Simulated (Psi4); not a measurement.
A dimer, O2S ··· H2Se (SMILES O=S=O and [SeH2]), singlet; the first 3 atoms form monomer A.

```
6

O      1.2385     0.2446     0.0000
S      0.0003    -0.4877     0.0000
O     -1.2388     0.2431     0.0000
Se    -3.9023     0.1251     0.2111
H     -5.3155     0.5271     0.2685
H     -3.4727     1.5281     0.1161
```

Q: What interaction energy does SAPT0/jun-cc-pVDZ, frozen core in Psi4 give, and which attractive term is the largest?

A: Total 4.38 kJ/mol: electrostatics -29.61, exchange 55.34, induction -8.09, dispersion -13.26. The most attractive term is electrostatics.
